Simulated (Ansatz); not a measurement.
ZrH3, SMILES [ZrH3] (connectivity only; charge and spin as stated), neutral, multiplicity 2. Atoms are numbered in the order given.

```xyz
4

Zr     0.0000     0.0000     0.0000
H      1.8652     0.0000     0.0000
H     -0.9326     1.6153     0.0000
H     -0.9326    -1.6153     0.0000
```
Charge 0, spin multiplicity 2.

The structure is a stationary point at B3LYP-D3(BJ)/def2-TZVPD. The multiplicity is an assumed one; other spin states were not compared. The def2 effective core potentials stand for the cores of Zr; spin–orbit coupling is left out.

Two levels are set side by side: PBE-D3(BJ)/def2-TZVPD (Ansatz, a first-principles code) and B3LYP-D3(BJ)/def2-TZVPD (Ansatz). Each level has its own optimised geometry; the coordinates shown are those of the second. Differences are taken from unrounded values.

```
quantity              B3LYP-D3(BJ)
--------------------  ------------
mean bond length (Å)         1.865
bond Zr1–H2 (Å)              1.865
bond Zr1–H3 (Å)              1.865
bond Zr1–H4 (Å)              1.865
```

**Question.** What does PBE-D3(BJ) give, and how far is it from B3LYP-D3(BJ)? (An estimate is asked for; the answer gives what the named calculation found.)

**Answer.** 
| quantity | PBE-D3(BJ) | PBE-D3(BJ) minus B3LYP-D3(BJ) |
|---|---|---|
| mean bond length (Å) | 1.864 | -0.002 |
| bond Zr1–H2 (Å) | 1.864 | -0.002 |
| bond Zr1–H3 (Å) | 1.864 | -0.002 |
| bond Zr1–H4 (Å) | 1.864 | -0.002 |

Here PBE gives about what the other level gives.
